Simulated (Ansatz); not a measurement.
Molecule: C$_{3}$H$_{7}$N, net charge 0, singlet state. SMILES: C1CC1N
Structure (B3LYP-D3(BJ)/def2-TZVP (Ansatz, an electronic-structure program) minimum search):
```xyz
11

C     -0.8497    -0.8470     0.0764
C     -1.0015     0.6153    -0.2526
C      0.2265     0.1266     0.4582
N      1.4480     0.0820    -0.3035
H     -0.6250    -1.5170    -0.7419
H     -1.4652    -1.2665     0.8604
H     -1.7210     1.1983     0.3059
H     -0.8762     0.9048    -1.2868
H      0.2917     0.3716     1.5171
H      1.9213     0.9779    -0.2898
H      2.0862    -0.6120     0.0679
```

Computed values are from Ansatz. Valence correlation only, unless marked. UHF or UKS for open shells. Spin-orbit coupling is left out. Non-relativistic. CBS marks a two-point X^-3 extrapolation of the correlation energy; Hartree-Fock from the larger set. The bracket is a focal-point correction in the basis named.

What is the dipole moment at CCSD(T)/aug-cc-pVDZ?

1.24 D.

What is the total energy at RI-MP2/CBS(aug-cc-pVTZ,aug-cc-pVQZ)+[CCSD(T)-MP2]/aug-cc-pVTZ?

-173.0329 Eh.

What is the T1 diagnostic at CCSD/aug-cc-pVTZ?

0.009.

What is the atomisation energy De at RI-MP2/CBS(aug-cc-pVTZ,aug-cc-pVQZ)+[CCSD(T)-MP2]/aug-cc-pVTZ?

1020.7 kcal/mol.
